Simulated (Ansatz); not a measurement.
BMe2(PMe2) (C4H12BP). The state is a singlet with charge 0. Geometry r2SCAN-D4/def2-SVP.

```xyz
18

B    -0.637    0.014    0.704
C    -1.074    1.453    1.184
H    -0.170    1.943    1.599
H    -1.816    1.435    2.001
H    -1.442    2.119    0.388
C    -0.697   -1.197    1.712
H    -0.044   -0.964    2.574
H    -0.396   -2.179    1.320
H    -1.711   -1.290    2.139
P    -0.208   -0.267   -1.107
C     1.119   -1.554   -1.226
C     0.614    1.256   -1.766
H     2.059   -1.245   -0.741
H     1.325   -1.779   -2.284
H     0.767   -2.482   -0.753
H     1.569    1.478   -1.262
H     0.801    1.144   -2.845
H    -0.060    2.117   -1.634
```

LC-ωPBE has ω = 0.4 bohr⁻¹.

Question: Estimate the orbital energies around the gap (eV) in Ansatz with PBE-D4/def2-SVP, PBE-D4/def2-TZVP, r2SCAN-D4/def2-TZVP, PBE0-D4/def2-SVP, LC-ωPBE/def2-TZVP.

Answer: 
```csv
orbital,PBE-D4/def2-SVP,PBE-D4/def2-TZVP,r2SCAN-D4/def2-TZVP,PBE0-D4/def2-SVP,LC-ωPBE/def2-TZVP
HOMO−5,-8.98,-9.09,-9.47,-10.53,-13.52
HOMO−4,-8.92,-9.02,-9.40,-10.49,-13.47
HOMO−3,-8.23,-8.29,-8.59,-9.62,-12.44
HOMO−2,-7.25,-7.34,-7.65,-8.69,-11.51
HOMO−1,-6.96,-7.04,-7.31,-8.27,-10.97
HOMO,-4.91,-5.03,-5.19,-5.97,-8.57
LUMO,-1.46,-1.64,-1.35,-0.60,1.43
LUMO+1,0.80,0.15,0.72,1.62,2.83
LUMO+2,0.85,0.29,0.85,1.75,3.29
LUMO+3,1.71,1.01,1.80,2.58,3.85
LUMO+4,1.90,1.40,2.05,2.81,4.32
LUMO+5,2.20,1.71,2.39,3.17,4.68
```
